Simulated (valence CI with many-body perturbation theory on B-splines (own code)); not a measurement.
## E1 line list for As XXIX

Level of theory: valence CI with perturbative core correlation (CI+MBPT): three valence electrons over a frozen Dirac-Fock core [He], radial functions for each j: 11 s, 11 p, 9 d, 7 f, 5 g, 2 h, 1 i, with the one-electron correlation potential Σ1, the two-electron term Σ2, the three-electron term Σ3, Breit, model QED; selected CI, second order for the rest (own B-spline code, finite nucleus).

The last digits are not significant, and no measured levels were compared; by estimate large intervals hold to a few tenths of a per cent, small ones and those within an open d or f shell to about a per cent.

Lines 51 to 100 of 264 in falling wavelength, among levels below 1991.5 eV, chosen from the strongest by gf and those to the six lowest levels. Wavelengths and rates use the calculated energies. Electric multipoles are in the length gauge, E1 and E2 with the static RPA response of the core. Weak lines are less certain than strong ones. Lines between different terms over intervals too small for the method are left out, as are lines whose strength nearly cancels. The highest levels of a list are the least certain.

Levels are named by their leading jj configuration (3d3/2^4 stands for four electrons in 3d with j = 3/2), which in mixed levels can hold well under half, so a name can repeat and another be missing. Letters in brackets count levels of one name in rising energy.

```csv
λ vac (nm),Upper,Lower,A (s⁻¹),S (a.u.)
11.35,(2p1/2 2p3/2 3s) J=5/2,(2s 2p3/2 3s) J=5/2,9.57e+09,4.14e-02
11.07,(2p1/2 2p3/2^2) J=3/2,(2s 2p1/2 2p3/2) J=1/2,1.59e+10,4.27e-02
10.76,(2s 2p1/2 2p3/2) J=1/2,(2s^2 2p3/2) J=3/2,1.31e+09,1.62e-03
10.64,(2p1/2 2p3/2^2) J=5/2,(2s 2p3/2^2) J=5/2,1.66e+10,5.94e-02
10.28,(2s 2p3/2^2) J=5/2,(2s^2 2p3/2) J=3/2,1.05e+10,3.38e-02
10.06,(2p1/2 2p3/2^2) J=3/2,(2s 2p1/2 2p3/2) J=3/2 [b],8.98e+09,1.81e-02
10.05,(2p1/2^2 2p3/2) J=3/2,(2s 2p1/2 2p3/2) J=5/2,2.45e+10,4.89e-02
9.693,(2p3/2^3) J=3/2,(2s 2p3/2^2) J=3/2,4.85e+10,8.72e-02
9.313,(2p1/2 2p3/2 3p3/2) J=5/2 [a],(2s 2p1/2 3p3/2) J=3/2 [a],1.59e+10,3.81e-02
9.311,(2p1/2 2p3/2^2) J=5/2,(2s 2p1/2 2p3/2) J=3/2 [b],1.26e+10,3.00e-02
9.135,(2p1/2 2p3/2 3p3/2) J=7/2,(2s 2p1/2 3p3/2) J=5/2,1.40e+10,4.21e-02
9.013,(2p1/2^2 2p3/2) J=3/2,(2s 2p1/2 2p3/2) J=3/2 [a],1.56e+10,2.26e-02
8.882,(2s 2p3/2 3d5/2) J=7/2 [c],(2s^2 3d5/2) J=5/2,2.64e+10,7.30e-02
8.871,(2p1/2 2p3/2 3p1/2) J=5/2,(2s 2p1/2 3p1/2) J=3/2,1.43e+10,2.95e-02
8.746,(2p1/2 2p3/2 3s) J=5/2,(2s 2p1/2 3s) J=3/2,1.59e+10,3.14e-02
8.720,(2s 2p3/2 3p3/2) J=5/2 [b],(2s^2 3p3/2) J=3/2,3.35e+10,6.57e-02
8.687,(2p3/2^2 3s) J=3/2,(2s 2p3/2 3s) J=3/2 [a],2.66e+10,3.44e-02
8.685,(2s 2p3/2 3d3/2) J=5/2 [b],(2s^2 3d3/2) J=3/2,2.72e+10,5.28e-02
8.605,(2s 2p3/2 3d3/2) J=3/2 [b],(2s^2 3d3/2) J=3/2,4.11e+10,5.17e-02
8.563,(2s 2p3/2 3s) J=1/2,(2s^2 3s) J=1/2,4.69e+10,2.91e-02
8.560,(2s 2p3/2 3d5/2) J=5/2 [b],(2s^2 3d5/2) J=5/2,4.28e+10,7.95e-02
8.531,(2s 2p3/2 3p3/2) J=3/2 [b],(2s^2 3p3/2) J=3/2,4.04e+10,4.96e-02
8.506,(2s 2p1/2 2p3/2) J=3/2 [b],(2s^2 2p1/2) J=1/2,3.04e+10,3.69e-02
8.505,(2s 2p3/2 3p1/2) J=3/2 [b],(2s^2 3p1/2) J=1/2,3.70e+10,4.50e-02
8.427,(2s 2p3/2 3s) J=3/2 [b],(2s^2 3s) J=1/2,3.29e+10,3.88e-02
8.340,(2s 2p3/2 3d5/2) J=3/2 [b],(2s^2 3d5/2) J=5/2,4.88e+10,5.59e-02
8.326,(2s 2p3/2 3d3/2) J=1/2 [b],(2s^2 3d3/2) J=3/2,5.34e+10,3.05e-02
8.295,(2p3/2^2 3s) J=5/2,(2s 2p3/2 3s) J=5/2,1.70e+10,2.87e-02
7.977,(2p1/2 2p3/2^2) J=3/2,(2s 2p1/2 2p3/2) J=5/2,3.76e+09,3.77e-03
7.951,(2p1/2 2p3/2^2) J=1/2,(2s 2p1/2 2p3/2) J=3/2 [b],6.03e+10,2.99e-02
7.898,(2s 2p1/2 2p3/2) J=1/2,(2s^2 2p1/2) J=1/2,7.26e+10,3.53e-02
7.755,(2s 2p3/2^2) J=1/2,(2s^2 2p3/2) J=3/2,6.16e+10,2.84e-02
7.685,(2s 2p3/2^2) J=3/2,(2s^2 2p3/2) J=3/2,8.68e+10,7.78e-02
7.647,(2p1/2^2 2p3/2) J=3/2,(2s 2p1/2^2) J=1/2,2.29e+10,2.03e-02
7.496,(2p1/2 2p3/2^2) J=5/2,(2s 2p1/2 2p3/2) J=5/2,1.35e+10,1.69e-02
7.311,(2p1/2 2p3/2^2) J=3/2,(2s 2p1/2 2p3/2) J=3/2 [a],2.01e+10,1.55e-02
6.693,(2p3/2^3) J=3/2,(2s 2p1/2 2p3/2) J=3/2 [b],7.08e+09,4.19e-03
6.386,(2p1/2 2p3/2^2) J=3/2,(2s 2p1/2^2) J=1/2,1.46e+09,7.51e-04
6.104,(2s 2p3/2^2) J=3/2,(2s^2 2p1/2) J=1/2,7.72e+09,3.47e-03
0.7691,(2s^2 3p1/2) J=1/2,(2s 2p1/2 2p3/2) J=3/2 [b],3.76e+11,1.69e-04
0.7517,(2s 2p1/2 3s) J=3/2,(2s 2p1/2 2p3/2) J=3/2 [b],2.67e+11,2.24e-04
0.7510,(2p3/2^2 3s) J=3/2,(2p3/2^3) J=3/2,6.16e+12,5.15e-03
0.7487,(2s^2 3p3/2) J=3/2,(2s 2p1/2 2p3/2) J=5/2,2.22e+11,1.84e-04
0.7478,(2p1/2 2p3/2 3s) J=5/2,(2p1/2 2p3/2^2) J=5/2,1.98e+12,2.45e-03
0.7470,(2s 2p1/2 3s) J=1/2 [b],(2s 2p1/2 2p3/2) J=3/2 [b],3.56e+12,1.46e-03
0.7451,(2p1/2 2p3/2 3s) J=3/2 [b],(2p1/2 2p3/2^2) J=5/2,4.06e+12,3.32e-03
0.7440,(2p1/2 2p3/2 3s) J=1/2,(2p1/2 2p3/2^2) J=3/2,6.02e+12,2.45e-03
0.7416,(2s 2p3/2 3s) J=3/2 [b],(2s 2p3/2^2) J=3/2,3.23e+12,2.60e-03
0.7394,(2s 2p3/2 3s) J=3/2 [a],(2s 2p3/2^2) J=5/2,5.27e+12,4.20e-03
0.7373,(2s 2p1/2 3s) J=3/2,(2s 2p1/2 2p3/2) J=5/2,4.03e+12,3.19e-03
```
